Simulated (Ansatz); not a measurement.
Reaction (substitution at a C–N bond): `CN1C[SiH2]1` + `[OH][GeH2][SH]` → `C[O][GeH2][SH]` + `C1N[SiH2]1`

Program: Ansatz. Geometries: PBE0-D4/def2-TZVP. ΔE: electronic, gas phase. CCSD(T)/CBS is the MP2 limit (def2-TZVPP, def2-QZVPP) plus CCSD(T) − MP2 in def2-TZVPP, frozen cores. DFT in def2-TZVPP. B3LYP here is the variant with VWN-RPA as its local correlation; programs differ in this. For Ge outer-core shells are correlated without core-valence functions, which leaves a few kJ/mol of doubt a bond. Scalar relativity is left out up to krypton. One conformer a species, not always the lowest.

`CN1C[SiH2]1`:

Z-matrix (Å, degrees):
```
C
N 1 1.436
H 1 1.095 2 110.4
H 1 1.092 2 109.7 3 -118.7
H 1 1.101 2 113.1 3 120.6
C 2 1.477 1 120.7 3 -73.9
Si 2 1.708 1 135.7 3 -166.0
H 6 1.095 2 115.8 1 -25.1
H 6 1.089 2 115.8 1 110.7
H 7 1.484 2 120.3 1 12.6
H 7 1.479 2 117.6 1 -131.4
```

`[OH][GeH2][SH]`:

Cartesian coordinates in Å:
```
O 0.080 1.435 -0.683
Ge 0.016 0.171 0.563
S 0.183 -1.845 -0.350
H 0.828 1.324 -1.275
H 1.215 0.266 1.521
H -1.340 0.393 1.237
H -0.982 -1.745 -1.012
```

`C[O][GeH2][SH]`:

Cartesian coordinates in Å:
```
C -0.203 1.521 0.423
O 0.834 0.624 0.098
Ge 0.432 -0.867 -0.774
S -1.004 -2.102 0.384
H -0.702 1.914 -0.472
H 0.238 2.361 0.965
H -0.961 1.055 1.064
H -0.300 -0.532 -2.085
H 1.780 -1.569 -0.947
H -0.114 -2.404 1.344
```

`C1N[SiH2]1`:

Z-matrix (Å, degrees):
```
C
Si 1 1.829
N 1 1.494 2 61.5
H 1 1.090 2 117.4 3 107.8
H 1 1.087 2 123.6 3 -101.3
H 2 1.481 1 117.8 3 -107.7
H 2 1.478 1 124.7 3 97.4
H 3 1.009 1 116.0 2 119.2
```

```
             level  ΔE (kJ/mol)  difference from CCSD(T)/CBS
            PBE-D4         28.1                          0.9
         r2SCAN-D4         26.4                         -0.8
           PBE0-D4         28.9                          1.7
          B3LYP-D4         26.0                         -1.2
           ωB97X-V         25.1                         -2.1
           ωB97M-V         26.0                         -1.2
            B2PLYP         26.7                         -0.5
               PBE         27.7                          0.5
            r2SCAN         26.3                         -0.9
              PBE0         28.7                          1.5
             B3LYP         25.4                         -1.8
     HF/def2-TZVPP         23.2                         -4.0
    MP2/def2-TZVPP         31.1                          3.9
SCS-MP2/def2-TZVPP         28.0                          0.8
   CCSD/def2-TZVPP         26.2                         -1.0
CCSD(T)/def2-TZVPP         26.2                         -1.0
     HF/def2-QZVPP         23.5                         -3.7
    MP2/def2-QZVPP         31.8                          4.6
SCS-MP2/def2-QZVPP         28.9                          1.7
      HF/CBS(def2)         23.5                         -3.7
     MP2/CBS(def2)         32.1                          4.9
    CCSD/CBS(def2)         27.2                          0.0
       CCSD(T)/CBS         27.2                            0
```

Largest T1 diagnostic among the species: 0.012.

In def2-TZVPP, CCSD(T) changes the Hartree–Fock value by +3.0 kJ/mol (the triples alone add +0.1 kJ/mol) and MP2 by +7.9 kJ/mol.
